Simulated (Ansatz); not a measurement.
## One elementary step

Start structure (BH₂Cl₂OF, closed shell), relaxed at PBE0-D4/def2-TZVP:

```
7
angstrom
B -0.5328 0.1264 -0.9225
O 0.4095 -0.2662 -0.0339
Cl -0.4156 -0.3413 -2.6060
Cl -1.8511 1.0999 -0.3487
H 0.5474 0.0459 1.7092
F 0.7307 0.1382 2.6179
H 1.1118 -0.8029 -0.4160
```

The step: BHCl₂O ([OH][B]([Cl])[Cl]) + HF → BCl₂F ([F][B]([Cl])[Cl]) + H₂O (still joined by a long B–O bond); bonds formed: B1–F6, O2–H5; bonds broken: H5–F6; bonds weakened to dative contacts: B1–O2. Program: Ansatz 0.2.0. Basis: def2-TZVPP and def2-QZVPP. Cores are frozen in the correlated methods. Extrapolation: Hartree–Fock as exp(−7.88 √X), correlation as X^−2.97. Energies below are by CCSD(T) at an estimated basis limit (MP2 extrapolated from triple and quadruple zeta, plus CCSD(T) − MP2 in triple zeta).

Q: What are the electronic barrier and the energy of the step, from the start structure to the end structure? (To be estimated.)

A: The calculation gives: Barrier 103.0 kJ/mol; step energy -13.8 kJ/mol (downhill); reverse barrier, their difference, 116.8 kJ/mol. Barrier and step energy count from the start structure, the reverse barrier from the end structure.

The saddle point: One imaginary mode of 948i cm⁻¹.
```
 pair  start (Å)  saddle (Å)  end (Å)
B1–F6       3.76        1.65     1.33
O2–H5       1.78        1.29     0.97
B1–O2       1.35        1.48     1.67
H5–F6       0.93        1.11     3.01
```

Zero-point energy (harmonic, PBE0-D4): ZPE is 88.4 kJ/mol at the start and 82.2 kJ/mol at the saddle, so the barrier goes from 103.0 to 96.7 kJ/mol.

The T1 diagnostic stays at or below 0.011.

Steps of this kind, hydrogen fluoride cutting a network bond, underlie vapour etching and the fluorination step of atomic layer etching.

Labels in which every atom is bracketed show which atoms are joined, not bond orders.

For scale, one of the runs: CCSD(T)/def2-TZVPP, 205 basis functions, launched by `ansatz run in.yaml --threads 4 --pin off --events-out ev --progress --plain --max-ram 9574MiB`. Time: 57 s of wall clock on 4 CPU threads of an Arm Neoverse V2; the host was shared. Peak host memory: 2.7 GiB.
